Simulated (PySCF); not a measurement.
Simulated C 1s region for `C#CC(=O)N(C)C`, binding energy against the vacuum level.

Every computed line was given a Gaussian of 0.4 eV full width at half maximum and an area set by the number of equivalent atoms; the highest printed point is 100. Computed, not measured: delta-SCF UKS SCAN, pcX-2 on the ionised atom, pcseg-1 elsewhere, spin-free X2C (PySCF 2.14.0).

binding energy (eV), intensity and a bar:
```
    290.1          0 
    290.2          1 
    290.3          3 #
    290.4         11 ###
    290.5         26 ########
    290.6         45 #############
    290.7         59 ##################
    290.8         65 ###################
    290.9         65 ###################
    291.0         60 ##################
    291.1         47 ##############
    291.2         28 ########
    291.3         12 ####
    291.4          4 #
    291.5          1 
    291.6          2 
    291.7          7 ##
    291.8         23 #######
    291.9         53 ################
    292.0         86 ##########################
    292.1        100 ##############################
    292.2         82 #########################
    292.3         47 ##############
    292.4         19 ######
    292.5          6 ##
    292.6          1 
    292.7          0 
    292.8          0 
    292.9          0 
    293.0          0 
    293.1          0 
    293.2          0 
    293.3          0 
    293.4          0 
    293.5          1 
    293.6          3 #
    293.7          9 ###
    293.8         23 #######
    293.9         40 ############
    294.0         50 ###############
    294.1         44 #############
    294.2         28 ########
    294.3         12 ####
    294.4          4 #
    294.5          1 
    294.6          0
```

How many maxima does the curve show, and how many computed lines lie under it?

The curve has 3 maxima (at 290.9, 292.1 and 294.0 eV). Under it lie 4 lines from 4 inequivalent carbon sites. At this width some lines have no maximum of their own.

Decompose the envelope and assign each component. Numbering: `[CH:1]#[C:2][C:3](=[O:4])[N:5]([CH3:6])[CH3:7]`.

```csv
position (eV),relative area,line,atoms,environment
290.70,1,C 1s,C1,terminal alkyne carbon
291.01,1,C 1s,C2,alkyne carbon
292.09,2,C 1s,C6/C7,N-methyl carbon
294.01,1,C 1s,C3,amide carbonyl carbon
```

What are the centre and the root-mean-square width of the whole band?

The area-weighted mean of the lines is 291.98 eV. Their own spread about it is 1.16 eV (rms) and each Gaussian has σ = 0.4/2.355 = 0.17 eV; the variances add, which gives 1.17 eV.

The listed C 1s values span 3.31 eV, from C1 (bonded to C (triple bond) and H) to C3 (bonded to O (double bond), N and C).

The curve has no shake-up lines and no vibrational structure. One atom of each set of topologically equivalent atoms was ionised and stands for the set; in this conformer not all members are related by symmetry, and their own values weren't computed. Spin contamination (⟨S²⟩ against 0.75 for a pure doublet) is marked for C 1s of C1 (0.85) and C 1s of C2 (0.88), which makes these values less certain. Isolated species at its PBE0-D3(BJ)/def2-SVP geometry, gas phase.

Conformer computed: `[CH:1]#[C:2][C:3](=[O:4])[N:5]([CH3:6])[CH3:7]`: C2–C3–N5–C6 0°.
